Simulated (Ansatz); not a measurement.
`F[CH2][GaH][SH]` + H–F → `F[CH2][GaH][F]` + H₂S  (ligand exchange at a Ga–S bond)

Isolated molecules relaxed with PBE0-D4/def2-TZVP in Ansatz; ΔE leaves out vibrations. CCSD(T)/CBS is the MP2 limit (def2-TZVPP, def2-QZVPP) plus CCSD(T) − MP2 in def2-TZVPP, frozen cores. This one scheme is used for every species. DFT in def2-TZVPP. For Ga outer-core shells are correlated without core-valence functions, which leaves a few kJ/mol of doubt a bond. Scalar relativity is left out up to krypton. Each species was taken in one conformer, which may not be the lowest.

`F[CH2][GaH][SH]`:

Cartesian coordinates in Å:
```
F 1.549 0.633 0.509
C 0.222 0.609 0.924
Ga -0.902 -0.409 -0.365
S 0.163 -1.241 -2.089
H -0.123 1.645 1.018
H 0.186 0.161 1.922
H -2.439 -0.653 -0.243
H 1.344 -0.744 -1.676
```

H–F:

Z-matrix (Å, degrees):
```
F
H 1 0.920
```

`F[CH2][GaH][F]`:

Cartesian coordinates in Å:
```
F -1.420 -0.084 1.324
C -0.126 0.167 0.888
Ga 0.068 -0.218 -1.044
F 1.711 0.099 -1.605
H 0.565 -0.449 1.474
H 0.115 1.214 1.097
H -0.914 -0.729 -2.135
```

H₂S:

```xyz
3

S     0.053   -0.555   -0.269
H     0.386    0.691   -0.636
H    -0.439   -0.135    0.906
```

```json
{"level": "PBE-D4", "ΔE (kJ/mol)": "9.5"}
{"level": "PBE0-D4", "ΔE (kJ/mol)": "12.6"}
{"level": "ωB97M-V", "ΔE (kJ/mol)": "2.0"}
{"level": "B2PLYP", "ΔE (kJ/mol)": "-2.0"}
{"level": "r2SCAN", "ΔE (kJ/mol)": "3.5"}
{"level": "PBE0", "ΔE (kJ/mol)": "8.4"}
{"level": "HF/def2-QZVPP", "ΔE (kJ/mol)": "-15.0"}
{"level": "CCSD/CBS(def2)", "ΔE (kJ/mol)": "8.7"}
```

(1) What does CCSD(T)/CBS give? (An estimate is asked.)

Largest T1 diagnostic among the species: 0.013.

Results:

(1) Computed: +11.9 kJ/mol. The listed levels differ from it by -2.4, 0.7, -9.9, -13.9, -8.4, -3.5, -26.9, -3.2 kJ/mol.

The D4 term adds +7.7 kJ/mol with B3LYP and +4.2 kJ/mol with PBE0; it sums over pairs of atoms, weighted by their polarisabilities, and B3LYP, whose exchange is more repulsive, gets the larger term. From PBE to PBE0 (25 % exact exchange), in def2-TZVPP and without D4, ΔE moves by +3.6 kJ/mol.

B3LYP here is the variant with VWN-RPA as its local correlation; programs differ in this.
